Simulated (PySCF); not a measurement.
Gas-phase reaction: (H₂SiO)₃ + 4 SiH₃F ⇌ 3 SiH₃ + 3 SiH₂F + SiF(OH)₃

Computed with PySCF and rigid-rotor harmonic-oscillator thermochemistry at 1 bar. † marks an energy on the PBE0/def2-TZVP geometry and frequencies; other levels use their own. MP2 freezes the core. 6-31G* has spherical d functions here. Open shells (unrestricted): SiH₃ (multiplicity 2), SiH₂F (multiplicity 2); the rest are closed-shell singlets. B3LYP is the form with VWN-RPA correlation. No R ln 2 is added for the mirror-image form of SiF(OH)₃. (H₂SiO)₃, SiH₂F, SiF(OH)₃: computed as isolated molecules; such fragments, hydroxides, amides, oligomers or adducts are transient or little studied in the gas. MP2 isn't extrapolated to the basis-set limit; its ΔH°(298 K) is 1198.0 kJ in def2-SVP and 1264.8 kJ in def2-TZVPP. The harmonic model lacks anharmonicity and excited electronic states, which grow with temperature; levels with a mode under 35 cm⁻¹ are left out. Internal rotation in SiF(OH)₃ is treated as a harmonic vibration of one conformer, which makes the entropy rough. Soft modes under 120 cm⁻¹ make the harmonic entropy rough for (H₂SiO)₃. Warning, point group unlike the PBE0 one: SiF(OH)₃ (B3LYP/6-31G*).

```json
[
 {"level": "B3LYP/6-31G*", "ΔE electronic, kJ": "1219", "ΔH°(298 K), kJ": "1191", "ΔS°(298 K), J/K": "435", "ΔG°(1200 K), kJ": "660"},
 {"level": "B3LYP/def2-TZVP†", "ΔE electronic, kJ": "1220", "ΔH°(298 K), kJ": "1197", "ΔS°(298 K), J/K": "423", "ΔG°(1200 K), kJ": "681"},
 {"level": "BLYP/def2-TZVP†", "ΔE electronic, kJ": "1174", "ΔH°(298 K), kJ": "1151", "ΔS°(298 K), J/K": "423", "ΔG°(1200 K), kJ": "635"},
 {"level": "HF/def2-TZVP†", "ΔE electronic, kJ": "1097", "ΔH°(298 K), kJ": "1074", "ΔS°(298 K), J/K": "423", "ΔG°(1200 K), kJ": "557"},
 {"level": "M06-2X/def2-TZVP†", "ΔE electronic, kJ": "1267", "ΔH°(298 K), kJ": "1244", "ΔS°(298 K), J/K": "423", "ΔG°(1200 K), kJ": "727"},
 {"level": "MP2/def2-SVP†", "ΔE electronic, kJ": "1221", "ΔH°(298 K), kJ": "1198", "ΔS°(298 K), J/K": "423", "ΔG°(1200 K), kJ": "682"},
 {"level": "MP2/def2-TZVPP†", "ΔE electronic, kJ": "1288", "ΔH°(298 K), kJ": "1265", "ΔS°(298 K), J/K": "423", "ΔG°(1200 K), kJ": "748"},
 {"level": "PBE0/def2-TZVP", "ΔE electronic, kJ": "1190", "ΔH°(298 K), kJ": "1167", "ΔS°(298 K), J/K": "423", "ΔG°(1200 K), kJ": "651"}
]
```
ΔH° is lowest at HF/def2-TZVP† and highest at MP2/def2-TZVPP†. No reference value is set beside these.
